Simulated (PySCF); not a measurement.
Species: C5H9NO.
SMILES: `C=CC(=O)N(C)C`

Method: TDDFT PBE0/def2-SVPD, vertical, gas phase, core orbitals frozen in the response (PySCF). Isolated species at its GFN2-xTB geometry (one conformer only). Torsions of this conformer, `[CH2:1]=[CH:2][C:3](=[O:4])[N:5]([CH3:6])[CH3:7]`: C1–C2–C3–O4 28°, C2–C3–N5–C6 4°.

| state | E (eV) | E (kJ/mol) | λ (nm) | f | main configurations (H = HOMO, L = LUMO) |
| --- | --- | --- | --- | --- | --- |
| S1 | 4.61 | 445 | 268.9 | 0.0052 | H-1→L (93%) |
| S2 | 5.12 | 494 | 242.2 | 0.074 | H→L (98%) |
| S3 | 6.36 | 613 | 195.0 | 0.026 | H→L+1 (97%) |
| S4 | 6.64 | 641 | 186.7 | 0.356 | H-2→L (87%) |
| S5 | 6.77 | 653 | 183.1 | 0.030 | H-1→L+1 (91%) |
| S6 | 7.26 | 701 | 170.7 | 0.018 | H→L+2 (47%), H-1→L+2 (15%), H-1→L+4 (12%) |
| S7 | 7.30 | 705 | 169.7 | 0.0068 | H→L+3 (32%), H→L+2 (22%), H-1→L+2 (17%) |
| S8 | 7.41 | 715 | 167.2 | 0.0058 | H→L+3 (56%), H→L+2 (26%) |

Triplets (Tamm–Dancoff): T1 3.84 eV, H-1→L (55%), H-2→L (37%); T2 4.12 eV, H→L (89%); T3 4.46 eV, H-2→L (55%), H-1→L (38%).

The lowest singlet lies at 4.61 eV (269 nm, ultraviolet) and is weak; its leading configuration is HOMO-1→LUMO (93%). The strongest level in the table is S4 at 6.64 eV (187 nm, f = 0.356). Löwdin shares by element: HOMO nitrogen 42%, oxygen 26%, carbon 13% or more (atoms not listed hold the other 19%); LUMO carbon 68% or more, oxygen 10% (atoms not listed hold the other 22%). Orbital energies (eV): HOMO-3 -10.40, HOMO-2 -8.16, HOMO-1 -7.22, HOMO -6.98, LUMO -0.95, LUMO+1 0.53, LUMO+2 1.30. Weighted by f, the mean energy of these states is 6.44 eV. The oscillator strengths of these states sum to 0.523; summed over the whole spectrum of an exact calculation they would give the number of electrons, 54 (Thomas–Reiche–Kuhn). Only the lowest 8 singlets were computed, as vertical energies without vibronic structure.

The run took 36 s wall on one thread, Arm Neoverse V1, no GPU, shared host.
